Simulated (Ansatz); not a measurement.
A search over several starts for the lowest SCF solution of As₆⁺ at the given spin, in a small basis.

```yaml
crystal:
  periodic: [false, false, false]
  atoms:
    - {symbol: As, position_ang: [-2.379473, -0.230539, 0.223703]}
    - {symbol: As, position_ang: [1.564445, 0.274013, -1.015905]}
    - {symbol: As, position_ang: [-0.828152, 1.490785, -0.448742]}
    - {symbol: As, position_ang: [1.217310, -1.292744, 0.875793]}
    - {symbol: As, position_ang: [1.010218, 1.183083, 1.224661]}
    - {symbol: As, position_ang: [-0.584337, -1.424598, -0.859500]}
basis:
  gaussian: {orbitals: def2-SVP, initial_orbitals: start.molden}
total_charge: 1
magnetization: {spin_polarized: true, initial_magnetization: 1}
hamiltonian: {xc: pbe, dispersion: d4}
output: {orbitals: {seedname: orbitals}}
```

The file start.molden holds the orbitals of an earlier run on this structure, at another level or in another basis.

```sh
$ ansatz run in.yaml --threads 4 --pin off --events-out ev --progress --plain --max-ram 4787MiB
```

Shortened log:

```
Functional definition: PBE
2178 factors; their error is unknown
mean field evaluation 1: about -364945.2929 eV, gradient 5.1e-2 eV
mean field evaluation 2: about -364945.0814 eV, gradient 8.7e-5 eV
mean field evaluation 4: about -364940.5540 eV, gradient 2.7e1 eV
mean field evaluation 8: about -364945.2896 eV, gradient 7.4e-1 eV
mean field evaluation 16: about -364945.0814 eV, gradient 1.8e-3 eV
mean field evaluation 32: about -364944.5845 eV, gradient 1.9e0 eV
mean field -364945.08140637 eV, -13411.4843730234 hartree, gradient 8.7e-5 eV, S^2 0.755268; 3 other end points of the search recorded, 0 dependent functions left out
reference -364945.08144071 eV, -13411.4843742854 hartree; 99, 98 occupied and 93, 94 virtual orbitals, 2178 factors
Total energy: -364945.66537787 eV, -13411.5058335801 hartree
```

Run time 13 s (4 threads of Arm Neoverse V2 on a shared host).

The structure comes from a short search, and lower isomers may exist.
